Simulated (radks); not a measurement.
Task: The mean radii <r> (bohr) of the occupied orbitals of an atom or ion are listed with their occupations. All-electron calculation, scalar-relativistic Kohn-Sham, exchange-only r2SCAN, spin-polarised, spherical densities, finite nucleus; meta-GGA in the generalised Kohn-Sham scheme; Fermi nuclear charge, rms radius of each element as measured or else 0.836 A^(1/3) + 0.57 fm. Program: a radial shooting solver on a logarithmic mesh with Libxc functionals.

| orbital | occ. | <r> |
|---|---|---|
| 1s down | 1 | 0.01804 |
| 1s up | 1 | 0.01804 |
| 2s up | 1 | 0.07620 |
| 2s down | 1 | 0.07620 |
| 2p up | 3 | 0.06835 |
| 2p down | 3 | 0.06835 |
| 3s up | 1 | 0.1972 |
| 3s down | 1 | 0.1972 |
| 3p up | 3 | 0.1977 |
| 3p down | 3 | 0.1977 |
| 3d up | 5 | 0.1793 |
| 3d down | 5 | 0.1793 |
| 4s up | 1 | 0.4406 |
| 4s down | 1 | 0.4407 |
| 4p up | 3 | 0.4683 |
| 4p down | 3 | 0.4683 |
| 4d up | 5 | 0.5000 |
| 4d down | 5 | 0.4998 |
| 5s up | 1 | 1.048 |
| 5s down | 1 | 1.034 |
| 5p up | 3 | 1.222 |
| 5p down | 3 | 1.193 |
| 4f up | 7 | 0.5835 |
| 4f down | 7 | 0.5768 |
| 5d up | 5 | 1.843 |
| 6s up | 1 | 2.798 |

Name the element and its charge. Open shells, if any, are filled with parallel spins first.

Result: Z = 75, rhenium, charge +1: Re+ in [Xe] 4f14 5d5 6s1. The 1s radius gives Z: for a bare nucleus <r> = (2 gamma + 1)/(2Z) with gamma = sqrt(1 - (Z/c)^2), 0.01783 bohr for Z = 75, and screening makes it slightly larger (0.01804 here). The occupations add up to 74, and the charge is Z minus that.
